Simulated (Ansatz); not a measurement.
`[SeH][SiH]([SeH])[SeH]` + H₂ → H₂Se + `[SeH][SiH2][SeH]`  (hydrogenolysis of the Se–Si bond)

Gas-phase electronic energies from Ansatz, PBE0-D4/def2-TZVP geometries. CBS: MP2 limit from def2 TZ/QZ plus the TZ coupled-cluster correction, frozen cores. This one scheme is used for every species. Functionals use def2-TZVPP. B3LYP here is the variant with VWN-RPA as its local correlation; programs differ in this. For Se outer-core shells are correlated without core-valence functions, which leaves a few kJ/mol of doubt a bond. Scalar relativity is left out up to krypton. Each species was taken in one conformer, which may not be the lowest.

`[SeH][SiH]([SeH])[SeH]`:

Cartesian coordinates in Å:
```
Se 2.090 -0.663 -0.760
Si 0.268 0.258 0.232
Se -1.438 -1.182 0.662
Se -0.571 1.833 -1.174
H 1.284 -1.266 -1.830
H 0.800 0.829 1.492
H -0.679 -1.881 1.711
H -1.754 2.072 -0.333
```

H₂:

```xyz
2

H    -0.332   -0.144   -0.092
H     0.332    0.144    0.092
```

H₂Se:

Cartesian coordinates in Å:
```
Se -0.251 0.520 -0.368
H 0.366 -0.769 -0.700
H -0.115 0.249 1.068
```

`[SeH][SiH2][SeH]`:

```xyz
7

Se   -1.421   -0.498    1.302
Si   -0.041   -0.446   -0.505
Se    1.489    1.236   -0.466
H    -0.301   -0.556    2.250
H     0.789   -1.668   -0.622
H    -0.975   -0.339   -1.652
H     0.460    2.271   -0.307
```

CCSD(T)/CBS gives +49.3 kJ/mol.

Q: Another level gave +38.8 kJ/mol. Which?
A. B2PLYP/def2-TZVPP
B. B3LYP/def2-TZVPP
C. ωB97M-V/def2-TZVPP
D. PBE-D4/def2-TZVPP

A: A. B2PLYP 38.8, ωB97M-V 43.7, PBE-D4 52.6, B3LYP 29.9 kJ/mol.

Largest T1 diagnostic among the species: 0.009.

The D4 term adds +16.1 kJ/mol with B3LYP and +8.6 kJ/mol with PBE0; it sums over pairs of atoms, weighted by their polarisabilities, and B3LYP, whose exchange is more repulsive, gets the larger term. In def2-TZVPP, CCSD(T) changes the Hartree–Fock value by +25.9 kJ/mol (the triples alone add +6.3 kJ/mol) and MP2 by +40.1 kJ/mol.
